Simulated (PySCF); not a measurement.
C5H5F3.
Geometry (PBE0-D3(BJ)/def2-SVP, Å), atoms numbered from 1 in this order:
```xyz
13
C5H5F3 angstrom
C      2.606    0.423    0.924
C      1.341    0.135    0.271
C      0.281   -0.100   -0.266
C     -0.992   -0.380   -0.908
C     -2.186   -0.155   -0.003
F     -3.317   -0.424   -0.664
F     -2.256    1.108    0.418
F     -2.149   -0.941    1.072
H      2.475    0.498    2.014
H      3.029    1.375    0.569
H      3.344   -0.370    0.727
H     -1.137    0.258   -1.795
H     -1.042   -1.425   -1.253
```

Level: CAM-B3LYP/def2-SVPD in PySCF, non-relativistic, on one gas-phase PBE0-D3(BJ)/def2-SVP geometry that isn't relaxed in the solvent. The solvent is an IEF-PCM continuum (Bondi radii, 1.10 Å for H, scaled by 1.2), and excitations are vertical TDDFT with non-equilibrium linear response and a frozen core. Only the electrostatic response of the medium enters.

```tsv
run	E − E(gas) (kcal/mol)	HOMO (eV)	HOMO–LUMO gap (eV)	dipole (D)	lowest singlet (eV)	static polarisability (au)
gas	0.00	-9.08	10.18	2.58	6.42	62.8
P	-3.77	-8.99	10.19	2.98	6.47	77.1
Q	-1.99	-9.01	10.19	2.80	6.44	69.8
```

Q: The runs were made in benzene and dichloromethane. Which run belongs to which solvent?

A: P = dichloromethane, Q = benzene. The dielectric constants are 2.271 (benzene), 8.93 (dichloromethane), and the energy falls further as ε rises. The optical constants n² used for the excitations are 2.25, 2.03 in the same order. In this model the ground state sees the solvent through ε alone.

Q: How constant is the ratio of the lowering to (ε − 1)/(2ε + 1)?

A: 
```tsv
solvent	(ε − 1)/(2ε + 1)	E − E(gas) (kcal/mol)	ratio (kcal/mol)	polarisation term (kcal/mol)
benzene	0.229	-1.99	-8.7	-2.11
dichloromethane	0.420	-3.77	-9.0	-4.21
```

The ratio changes by +3.4 % in size from benzene to dichloromethane. The polarisation term is half the interaction of the solute with the induced surface charges.
